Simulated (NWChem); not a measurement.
Basis-set dependence for H2O3P

```
P
O 1 1.4875
O 1 1.6229 2 115.15
H 3 0.9675 1 111.70 2 -149.88
O 1 1.6419 2 116.58 3 -114.56
H 5 0.9672 1 111.60 2 -42.64
```
Charge 0, spin multiplicity 2.

All runs are NWChem calculations. Structure: optimised with UPBE0/def2-SVP, a minimum by its harmonic frequencies. It is one conformer; others weren't searched.

Hartree-Fock energies in Ha, correlation energies in mHa.

The correlated methods keep 8 core orbitals frozen. The Pople sets run with spherical d functions. The structure started from a generated list of species. No SCF solution was tested for a lower state. Open-shell Hartree-Fock references start from PBE0 orbitals.

| basis | functions | UHF | UMP2 | SCS-UMP2 |
|---|---|---|---|---|
| def2-SVP | 70 | -566.21540 | -661.9 | -637.4 |
| 6-311G** | 92 | -566.57446 | -707.8 | -682.4 |
| def2-TZVP | 142 | -566.65512 | -841.8 | -817.6 |

From 6-311G** to def2-TZVP the Hartree-Fock energy moves by -80.7 mHa and the UMP2 correlation energy by -134.0 mHa, which is 16 % of its value in the larger set.
